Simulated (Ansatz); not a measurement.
Computed with Ansatz on PBE0-D4/def2-TZVP structures; ΔE is electronic, products minus reactants. CCSD(T)/CBS is the MP2 limit (def2-TZVPP, def2-QZVPP) plus CCSD(T) − MP2 in def2-TZVPP, frozen cores. Functionals use def2-TZVPP. B3LYP here is the variant with VWN-RPA as its local correlation; programs differ in this. HSE06 is defined as in plane-wave codes. One conformer a species, not always the lowest.

Consider the formal exchange of groups at the Si–N bond: `FB(F)N[SiH3]` + `ClC1=CB1` → `[SiH3]C1=C(Cl)B1` + `NB(F)F`.

| level | ΔE (kJ/mol) | difference from CCSD(T)/CBS |
| --- | --- | --- |
| LDA (SPW92) | 17.1 | -6.9 |
| PBE-D4 | 15.0 | -9.0 |
| revPBE-D4 | 15.3 | -8.7 |
| BLYP-D4 | 18.9 | -5.1 |
| r2SCAN-D4 | 21.5 | -2.5 |
| B97M-V | 24.1 | 0.1 |
| PBE0-D4 | 18.3 | -5.7 |
| B3LYP-D4 | 21.4 | -2.6 |
| r2SCANh-D4 | 22.1 | -1.9 |
| r2SCAN0-D4 | 23.2 | -0.8 |
| HSE06-D4 | 18.1 | -5.9 |
| BHLYP-D4 | 25.7 | 1.7 |
| CAM-B3LYP-D4 | 24.7 | 0.7 |
| ωB97M-V | 24.9 | 0.9 |
| B2PLYP | 23.8 | -0.2 |
| PBE-QIDH | 22.6 | -1.4 |
| PBE | 15.8 | -8.2 |
| revPBE | 14.9 | -9.1 |
| BLYP | 20.1 | -3.9 |
| r2SCAN | 21.8 | -2.2 |
| PBE0 | 19.3 | -4.7 |
| B3LYP | 22.9 | -1.1 |
| r2SCANh | 22.6 | -1.4 |
| r2SCAN0 | 23.7 | -0.3 |
| HSE06 | 19.2 | -4.8 |
| BHLYP | 27.6 | 3.6 |
| CAM-B3LYP | 25.9 | 1.9 |
| LC-ωPBE | 22.9 | -1.1 |
| RPA@PBE/def2-TZVPP | 25.9 | 1.9 |
| HF/def2-SVP | 28.4 | 4.4 |
| MP2/def2-SVP | 20.5 | -3.5 |
| CCSD/def2-SVP | 22.4 | -1.6 |
| CCSD(T)/def2-SVP | 20.9 | -3.1 |
| HF/def2-TZVPP | 32.9 | 8.9 |
| MP2/def2-TZVPP | 23.2 | -0.8 |
| SCS-MP2/def2-TZVPP | 25.7 | 1.7 |
| HF/def2-QZVPP | 33.8 | 9.8 |
| HF/CBS(def2) | 33.9 | 9.9 |
| MP2/CBS(def2) | 23.2 | -0.8 |
| CCSD/CBS(def2) | 25.9 | 1.9 |
| CCSD(T)/CBS | 24.0 | 0 |

Largest T1 diagnostic among the species: 0.012.

From BLYP to BHLYP (50 % exact exchange), in def2-TZVPP and without D4, ΔE moves by +7.4 kJ/mol. Leaving LDA and LC-ωPBE aside and taking each functional with its dispersion term where it has one, the values spread over 10.8 kJ/mol, from PBE-D4 to BHLYP-D4.
